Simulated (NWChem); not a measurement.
# dimethyl selenide (C2H6Se); SMILES C[Se]C

```xyz
9

C      1.4782     0.0000     0.8235
Se     0.0000     0.0000    -0.4831
C     -1.4782     0.0000     0.8235
H      1.4366    -0.8969     1.4455
H      2.4074     0.0000     0.2494
H      1.4366     0.8969     1.4455
H     -1.4366    -0.8969     1.4455
H     -2.4074     0.0000     0.2494
H     -1.4366     0.8969     1.4455
```
Atoms are numbered in this order, from 1.

Program: NWChem. Pople sets run with spherical d functions. Structure relaxed at the B3LYP/6-31G* (spherical d) level. GIAO values for the isolated, static molecule; σ is the absolute isotropic shielding. Spin-orbit effects, on the heavy nuclei and on their neighbours, are missing.

Task: Taking Hartree-Fock/def2-TZVP as the yardstick, which of these has the fewest basis functions while keeping “σ H4 (rotor mean) (ppm)” within 0.2 ppm of it: Hartree-Fock/6-31G*; Hartree-Fock/6-311G**; Hartree-Fock/def2-SVP?

Result: Hartree-Fock/def2-SVP.
```json
[
 {"level": "Hartree-Fock/6-31G*", "basis functions": "72", "σ H4 (rotor mean) (ppm)": "30.97", "relative time (rough)": "1"},
 {"level": "Hartree-Fock/def2-SVP", "basis functions": "90", "σ H4 (rotor mean) (ppm)": "30.50", "relative time (rough)": "1"},
 {"level": "Hartree-Fock/6-311G**", "basis functions": "116", "σ H4 (rotor mean) (ppm)": "30.45", "relative time (rough)": "3"},
 {"level": "Hartree-Fock/def2-TZVP", "basis functions": "146", "σ H4 (rotor mean) (ppm)": "30.41", "relative time (rough)": "6"}
]
```

The yardstick is one finite set, not the basis-set limit.
